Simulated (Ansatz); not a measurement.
Computed with Ansatz on PBE0-D4/def2-TZVP structures; ΔE is electronic, products minus reactants. CCSD(T)/CBS adds triple-zeta CCSD(T) − MP2 to the extrapolated MP2 energy (def2 sets, frozen cores). This one scheme is used for every species. Functionals use def2-TZVPP. One conformer a species, not always the lowest.

`C[N](C)[AlH][SH]` + HCl → `C[N](C)[AlH][Cl]` + H₂S  (ligand exchange at the Al–S bond)

```
             level  ΔE (kcal/mol)  difference from CCSD(T)/CBS
       LDA (SPW92)          -11.9                          1.6
        r2SCANh-D4          -13.7                         -0.2
        r2SCAN0-D4          -13.8                         -0.3
          BHLYP-D4          -14.6                         -1.1
           ωB97X-V          -14.0                         -0.5
            revPBE          -12.8                          0.7
              PBE0          -13.1                          0.4
         CAM-B3LYP          -14.6                         -1.1
           LC-ωPBE          -13.7                         -0.2
      MP2/def2-SVP          -14.9                         -1.4
     HF/def2-TZVPP          -16.3                         -2.8
    MP2/def2-TZVPP          -13.4                          0.1
CCSD(T)/def2-TZVPP          -13.2                          0.3
    MP2/def2-QZVPP          -13.6                         -0.1
SCS-MP2/def2-QZVPP          -14.1                         -0.6
      HF/CBS(def2)          -16.4                         -2.9
       CCSD(T)/CBS          -13.5                            0
```

Largest T1 diagnostic among the species: 0.012.

In def2-TZVPP, CCSD(T) changes the Hartree–Fock value by +3.1 kcal/mol (the triples alone add +0.5 kcal/mol) and MP2 by +2.9 kcal/mol. From BLYP to BHLYP (50 % exact exchange), in def2-TZVPP and without D4, ΔE moves by −1.0 kcal/mol.
